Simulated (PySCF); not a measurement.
A series of substituents X on one scaffold: silaethenyl-X. Isolated molecules, 0 K electronic values unless said otherwise. One relaxed conformer stands for each flexible species; it need not be the lowest. Strings in code marks are SMILES.

Level of theory: ωB97X-D3(BJ)/def2-TZVP // PBE0-D3(BJ)/def2-TZVP (PySCF 2.14.0). All candidates: neutral, multiplicity 1. Excitations are Tamm–Dancoff values on a coarser integration grid. The basis has no diffuse functions, so Rydberg states are missing or too high.

| Property | Result |
|---|---|
| brightest of the four lowest singlets (TDA) | 5.49 eV |
| HOMO–LUMO gap | 9.48 eV |
| T1 excitation (TDA) | 2.94 eV |

Question: Name which member has these values.
A) `[C-]#[N+][SiH]=C`
B) `C=[SiH][GeH3]`
C) `C=[SiH][SiH3]`
D) `C=[SiH]N`

Answer: A, `[C-]#[N+][SiH]=C`. The others give `C=[SiH][GeH3]`: 5.38 eV, 9.37 eV, 2.67 eV; `C=[SiH]N`: 5.77 eV, 10.07 eV, 3.54 eV; `C=[SiH][SiH3]`: 5.32 eV, 9.29 eV, 2.60 eV
